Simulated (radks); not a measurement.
Valence configurations of V+ (all share [Ar]). Calculated with a radial shooting solver on a logarithmic mesh with Libxc functionals: scalar-relativistic Kohn-Sham, r2SCAN, spin-unpolarised, spherical densities, finite nucleus; meta-GGA in the generalised Kohn-Sham scheme; Fermi nuclear charge, rms radius 3.6002 fm. Energies are relative to 3d4; eigenvalues in eV.

valence          E (eV)    e(3d)    e(4p)    e(4s)
3d4               0.000   -8.716        -        -
3d3 4s1           0.643  -12.479        -  -10.832
3d2 4s2           3.669  -17.263        -  -12.655
3d2 4p2          13.177  -19.586   -8.972        -
3d2 4s1 4p1       8.472  -18.442   -8.469  -13.210
3d2 4s0.5 4p1.5  10.832  -19.019   -8.734  -13.436
4s2 4p2          32.806        -  -11.224  -17.170
3d3.5 4s0.5       0.078  -10.474        -   -9.840
3d1 4s2 4p1      15.550  -24.043   -9.601  -14.973
3d3 4p1           4.740  -13.666   -7.252        -

NIST lists [Ar] 3d4 as the ground configuration; this level of theory agrees among the configurations tried. The energies are those of spherical spin-averaged densities, not of single terms.
